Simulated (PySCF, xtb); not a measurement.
FH₆NOSi₂, SMILES N[Si@@H](O)[SiH2]F.

GFN2-xTB (xtb) at its own geometry gives an orbital gap of 4.52 eV and a dipole moment of 2.13 D.

Coordinates come from a r2SCAN-D4/def2-SVP optimisation. The structure was generated by enumeration; whether it is a known compound was not checked. One conformer was computed; it need not be the lowest.

Question: What does ωB97X/def2-TZVP (PySCF) give? (An estimate is asked for; the answer gives what the named calculation found.)

Answer: gap 11.45 eV (levels -10.11 and 1.34 eV), dipole 2.01 D.
